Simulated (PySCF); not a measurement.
A structure optimised at PBE0-D3(BJ)/def2-SVP, used in a PySCF frequency run:

```xyz
10

In    -0.2902    -0.5991    -0.1152
H     -0.9867    -1.9491     0.6970
Br     0.5000     1.1660     1.4970
C      0.0740    -0.0424    -2.1729
C     -0.3461    -1.0602    -3.2235
H      1.1517     0.1829    -2.2275
H     -0.4411     0.9228    -2.3085
H     -1.4254    -1.2765    -3.1864
H      0.1795    -2.0210    -3.1065
H     -0.1272    -0.6977    -4.2422
```
Charge 0, spin multiplicity 1.

Task: Write its SMILES and formula.

Result: C[CH2][InH][Br], C₂H₆BrIn

Task: What are its rotational constants (standard atomic weights)?

Result: 6.7157, 0.92631, 0.82236 GHz
